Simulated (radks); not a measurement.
Values are calculated unless marked as measured or tabulated.
Neutral beryllium inside a hard spherical wall (all orbitals vanish at R), configuration held at [He] 2s2 and not refilled when levels cross. Level of theory: non-relativistic Kohn-Sham, PBE, spin-polarised, spherical densities, point nucleus (a radial shooting solver on a logarithmic mesh with Libxc functionals). Eigenvalues in eV for spin up, with the zero of energy where the potential of the charges vanishes at infinity; a dash marks a level that is unbound or too diffuse for the functional's potential to be trusted. A positive occupied level is held by the wall or, in an anion where self-interaction has pushed it up, behind a barrier. The pressure on the wall is -dE/dV.

| R (bohr) | E (hartree) | kinetic (hartree) | e(1s) | e(2s) | e(2p, empty) | e(3s, empty) | pressure (GPa) |
|---|---|---|---|---|---|---|---|
| free | -14.62995 | 14.558 | -106.20 | -5.609 | -2.019 | - | 0 |
| 20 | -14.62995 | 14.558 | -106.20 | -5.609 | -2.019 | - | < 0.0001 |
| 10 | -14.62981 | 14.560 | -106.17 | -5.595 | -1.981 | 1.368 | 0.00409 |
| 7 | -14.62450 | 14.597 | -105.76 | -5.324 | -1.541 | 5.261 | 0.310 |
| 6 | -14.61216 | 14.664 | -105.12 | -4.874 | -0.927 | 8.923 | 1.36 |
| 5 | -14.57220 | 14.838 | -103.67 | -3.743 | 0.471 | 16.045 | 6.39 |
| 3.5 | -14.27473 | 15.767 | -97.909 | 2.441 | 6.964 | 45.738 | 86.0 |
| 3 | -13.94891 | 16.609 | -93.938 | 8.278 | 12.314 | 69.614 | 238 |
| 2.5 | -13.25676 | 18.217 | -87.817 | 19.856 | 21.863 | 112.19 | 757 |
| 2 | -11.62399 | 21.623 | -77.788 | 45.745 | 40.708 | 196.43 | 2960 |
